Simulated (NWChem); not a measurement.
**Correlation energy of ammonium (H₄N (+1))**

```
N
H 1 1.0322
H 1 1.0322 2 109.47
H 1 1.0322 2 109.47 3 120.00
H 1 1.0322 2 109.47 3 -120.00
```
Charge +1, spin multiplicity 1.

Program: NWChem. All single points use one geometry, from B3LYP/def2-SVP, a minimum by its harmonic frequencies.

Basis set: def2-SVP. Each correlation energy counts from its own Hartree-Fock reference.

The correlated methods keep 1 core orbital frozen. No row is a measurement; the coupled-cluster row has its own basis-set and correlation limits.

### Question
One of these methods gave a correlation energy of -187.5 mHa. Which?
(A) SCS-MP2
(B) CCSD
(C) MP2
(D) CR-CCSD[T]

### Answer
C, MP2. The others give -190.2 (SCS-MP2), -208.9 (CR-CCSD[T]), -205.6 (CCSD).
